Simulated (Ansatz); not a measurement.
```yaml
atoms:
  - { symbol: C, position_ang: [-0.0007, 0.0011, -1.8143] }
  - { symbol: I, position_ang: [0.0015, -0.0024, 0.3272] }
  - { symbol: H, position_ang: [-0.0004, -1.0418, -2.1482] }
  - { symbol: H, position_ang: [-0.9024, 0.5214, -2.1554] }
  - { symbol: H, position_ang: [0.9020, 0.5216, -2.1516] }
```

Basis set: def2-TZVP (spherical functions, with the set's core potentials past Kr). Correlated methods keep 5 orbitals frozen. Charge 0, multiplicity 1.

Computed with Ansatz (development build ahead of 0.2.0); each method stands on the lowest determinant of its kind that the runs found. Restricted open shells among the atoms or ions are ROHF, correlated in semicanonical orbitals with singles.

The atomization energy at this shape (free ground-state atoms in the same class of orbitals less the molecule, no zero-point energy) of singlet CH₃I:

| method | atomization energy |
| --- | --- |
| RHF-MP2 | 1512.4 kJ/mol |

Task: What does RHF give?

Result: 1173.7 kJ/mol.
